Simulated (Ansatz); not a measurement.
The same molecule with X = F, Cl, Br, I. Ansatz, PBE0-D4/def2-TZVP geometries, multiplicity 1.

Elements past krypton have def2 core potentials. Scalar relativity is left out up to krypton.

```tsv
X	molecule	mean X–C bond length / Å	zero-point energy (PBE0-D4/def2-TZVP) / kJ/mol	HOMO energy (B3LYP/def2-TZVPP) / eV	size of the dipole moment (PBE/def2-TZVPP) / D
F	`CC(C)(C)F`	1.406	324.0	-8.90	1.78
Br	`CC(C)(C)Br`	1.991	320.0	-7.46	2.28
I	`CC(C)(C)I`	2.197	319.0	-6.85	2.28
```

Q: Give the row for X = Cl, `CC(C)(C)Cl`. (An estimate is asked.)

A: Computed: 
```csv
X,molecule,mean X–C bond length / Å,zero-point energy (PBE0-D4/def2-TZVP) / kJ/mol,HOMO energy (B3LYP/def2-TZVPP) / eV,size of the dipole moment (PBE/def2-TZVPP) / D
Cl,`CC(C)(C)Cl`,1.821,321.4,-7.95,2.09
```

From F to I the mean X–C bond length rises at each step, by 0.791 Å in all; the zero-point energy (PBE0-D4/def2-TZVP) falls at each step, by 5.0 kJ/mol in all; the HOMO energy (B3LYP/def2-TZVPP) rises at each step, by 2.05 eV in all. Bonds lengthen as the atom grows down the group. Dipoles are sizes alone, and their direction can turn along the series.

B3LYP here is the variant with VWN-RPA as its local correlation; programs differ in this.

Spin–orbit coupling is left out; it splits and shifts lone-pair levels of the heavy atoms by tenths of an eV.
